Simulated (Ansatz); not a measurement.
Program: Ansatz.

The input (input.yaml):

```yaml
crystal:
  periodic: [false, false, false]
  atoms:
    - { symbol: Al, position_ang: [-0.746231, -0.358689, -0.555134] }
    - { symbol: H, position_ang: [0.191252, 0.946871, -0.847677] }
    - { symbol: Cl, position_ang: [-0.287062, -1.996078, -1.781922] }
    - { symbol: Cl, position_ang: [-2.733256, 0.128606, -0.099212] }
    - { symbol: H, position_ang: [0.828831, -0.052136, 1.214756] }
    - { symbol: F, position_ang: [0.070342, -0.738578, 1.102732] }
    - { symbol: H, position_ang: [1.077193, 1.109049, 0.062395] }
    - { symbol: F, position_ang: [1.599032, 0.960855, 0.904063] }
basis:
  gaussian: { orbitals: def2-SVP }
hamiltonian:
  xc: pbe0
  dispersion: d4
neb:
  order_check: false
  images: 8
  f_tol: 0.03
  max_iterations: 8
  climbing: false
  final_atoms:
    - { symbol: Al, position_ang: [-0.746231, -0.358689, -0.555134] }
    - { symbol: H, position_ang: [0.191252, 0.946871, -0.847677] }
    - { symbol: Cl, position_ang: [-0.287062, -1.996078, -1.781922] }
    - { symbol: Cl, position_ang: [-2.733256, 0.128606, -0.099212] }
    - { symbol: H, position_ang: [0.828831, -0.052136, 1.214756] }
    - { symbol: F, position_ang: [0.070342, -0.738578, 1.102732] }
    - { symbol: H, position_ang: [1.077193, 1.109049, 0.062395] }
    - { symbol: F, position_ang: [1.599032, 0.960855, 0.904063] }
  initial_path: idpp
```

Command:

```bash
$ ansatz run input.yaml --threads 2 --pin off --max-ram 3072MiB --backend cpu --events-out ev --progress --plain --runs-dir out
```

Problem. What does the program answer?

Solution. The program refused the input.

```
Error: invalid value for `neb.final_atoms`: is identical to crystal.atoms — the two endpoints must differ for a path to exist
```
